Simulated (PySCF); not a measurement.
# Simulated absorption spectrum

Compound: C₄H₆N₂O₂.
Numbering: `[CH2:1]=[C:2]([NH:3][CH:4]=[O:5])[C:6]([NH2:7])=[O:8]` (hydrogens: H9, H10 on C1; H11 on N3; H12 on C4; H13, H14 on N7)

Structure used (GFN2-xTB), in Å, numbered top down from 1:
```
atom  x, y, z in Å
C1    -0.0606    0.8662   -1.1788
C2    -0.0047    0.0777   -0.1056
N3     1.1728   -0.3598    0.4972
C4     2.4497   -0.0888    0.1450
O5     2.8145    0.5988   -0.7738
C6    -1.1829   -0.4828    0.6413
N7    -2.4100   -0.1636    0.1930
O8    -1.0077   -1.1982    1.6120
H9    -0.9886    1.1838   -1.6176
H10    0.8424    1.2142   -1.6460
H11    0.9780   -0.9541    1.3012
H12    3.1610   -0.5932    0.8264
H13   -3.2075   -0.5291    0.6863
H14   -2.5571    0.4283   -0.6029
```

The calculation used TDDFT PBE0/def2-SVPD, vertical, gas phase, core orbitals frozen in the response in PySCF 2.14.0, density-fitted response routines.

Computed states:

```
state  E (eV)       f
   S1    4.79  0.0006
   S2    5.05   0.088
   S3    5.07  0.0004
   S4    6.23  0.0008
   S5    6.25   0.094
   S6    6.42  0.0023
   S7    6.57   0.200
   S8    7.10  0.0005
```

Each state is given a Gaussian of 0.3 eV full width at half maximum, with ε(max) = 2.175×10⁸ f / Δν̃ (Δν̃ the width in cm⁻¹). The width is an assumption, not a result. The curve ends short of the highest state used, and states not computed would add to its high-energy end.

Question: What does the envelope look like, and where are its maxima?

Answer: 
```tsv
λ (nm)	ε (L mol⁻¹ cm⁻¹)
190.8	16571
194.1	11258
197.3	9712
200.6	7361
203.9	3364
207.1	935
210.4	151
213.6	17
216.9	1
220.2	0
223.4	3
226.7	32
230.0	206
233.2	835
236.5	2430
239.7	4879
243.0	7251
246.3	7967
249.5	6694
252.8	4353
256.1	2250
259.3	980
262.6	356
265.9	117
269.1	39
272.4	13
275.6	4
278.9	1
282.2	0
285.4	0
```

Maxima: 246 nm (5.05 eV), ε about 8000, made up of S2 (99%) (ε in L mol⁻¹ cm⁻¹; maxima over ε = 5, shares over 10%). At its high-energy end, 6.50 eV, the curve is still rising (ε about 17000, from S7).

Question: Does any computed singlet lie in the visible range?

Answer: No computed singlet lies in the visible range (380 to 750 nm); the lowest, at 259 nm, stands 1.53 eV above its violet end (3.26 eV).

Question: What would ε be at 5.05 eV, the highest of these maxima, with half the width (0.15 eV)?

Answer: About 15900 L mol⁻¹ cm⁻¹ against 8000, a factor of about 1.99; a lone state at its own centre would give exactly 2.

Question: On this curve, what absorbance would a 10⁻³ mol/L sample give at 266 nm over a 1 cm path?

Answer: 266 nm is 4.661 eV, where ε is about 110 L mol⁻¹ cm⁻¹, so A = ε c l ≈ 0.11 (Beer–Lambert, with the gas-phase spectrum and the assumed width).

The run took 69 s of wall time on one thread, Intel Xeon at 2.70 GHz (x86_64) (shared host), and the process peaked at 0.85 GiB of memory.

One conformer stands for the species.
